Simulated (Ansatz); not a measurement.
Born–Oppenheimer molecular dynamics of AlClH$_{4}$OS (8 atoms, charge 0, multiplicity 1). It starts at the highest image of a converged band, a first-order saddle point between two minima.

All numbers below come from RKS PBE0-D4/6-31G* (Ansatz 0.2.0).

- ensemble: NVE (velocity Verlet)
- time step: 0.5 fs
- steps asked: 200
- starting velocities drawn for: 100 K
- seed: 8374

First frame:

```xyz
8
Properties=species:S:1:pos:R:3
Al 0.102 0.291 0.122
O -0.029 -0.110 1.896
H -0.815 -0.550 2.248
Cl 1.942 -0.328 -0.722
H -1.244 0.183 -0.697
S 0.368 2.483 1.096
H 1.704 2.399 1.253
H 0.068 1.263 2.000
```

Q: How far do the bonds stretch over the last three quarters of this one trajectory? (Pairs bonded in most of those frames.)

A: 
```json
{"bond": "Al1–O2", "mean (Å)": "2.084", "spread (Å)": "0.144", "shortest": "1.83", "longest": "2.24"}
{"bond": "Al1–Cl4", "mean (Å)": "2.120", "spread (Å)": "0.034", "shortest": "2.06", "longest": "2.17"}
{"bond": "Al1–H5", "mean (Å)": "1.583", "spread (Å)": "0.029", "shortest": "1.54", "longest": "1.63"}
{"bond": "Al1–S6", "mean (Å)": "2.269", "spread (Å)": "0.109", "shortest": "2.12", "longest": "2.46"}
{"bond": "O2–H3", "mean (Å)": "0.971", "spread (Å)": "0.018", "shortest": "0.93", "longest": "1.02"}
{"bond": "O2–H8", "mean (Å)": "1.012", "spread (Å)": "0.088", "shortest": "0.90", "longest": "1.29"}
{"bond": "S6–H7", "mean (Å)": "1.349", "spread (Å)": "0.012", "shortest": "1.33", "longest": "1.37"}
```

Mean temperature of the second half: 522 K. The conserved energy stayed within 0.42 meV per atom of its start (net change 0.13 meV per atom), so the integration is sound. The kinetic energy rose, since the run started high on the potential surface and went downhill. A run of 0.1 ps of so small a system gives no equilibrium averages. The orbitals stay closed-shell, which can raise the energy where a bond breaks towards radicals; this wasn't checked here.

Time of the run: 12 min on 1 thread of Arm Neoverse V2, with other jobs on the host, peak memory 0.16 GiB.
